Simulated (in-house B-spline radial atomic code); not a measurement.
Multiplet parameters of the 3d4 shell in Ge10+ ([Ar] 3d4). Method: non-relativistic Hartree-Fock, average of configuration, point nucleus. Calculated with a radial B-spline atomic code at the basis-set limit.

Slater integrals: F^2 = 174426 cm⁻¹, F^4 = 111259 cm⁻¹. Central-field spin-orbit parameter ζ(3d) = 2813 cm⁻¹ (bare central field on non-relativistic orbitals, without two-electron terms: too large for light atoms, too small for heavy ones).

Question: What are Racah's B and C?

Answer: B = F^2/49 - 5F^4/441 = 2298 cm⁻¹, C = 35F^4/441 = 8830 cm⁻¹, C/B = 3.84.

Question: Where do the terms lie in LS coupling, without spin-orbit interaction?

Answer: In cm⁻¹ above the Hund's-rule term (some of the terms):
| term | expression | energy |
| --- | --- | --- |
| 5D | 0B + 0C | 0 |
| 3H | 4B + 4C | 44513 |
| 3G | 9B + 4C | 56005 |
| 3D | 16B + 4C | 72093 |
| 1I | 6B + 6C | 66770 |

Question: Is LS coupling a fair picture here?

Answer: Fits to spectra need these integrals scaled down, since correlation screens the repulsion. Here ζ is 1.22 times B, so the coupling is intermediate: spin-orbit interaction mixes the terms, and LS labels name only the largest part.
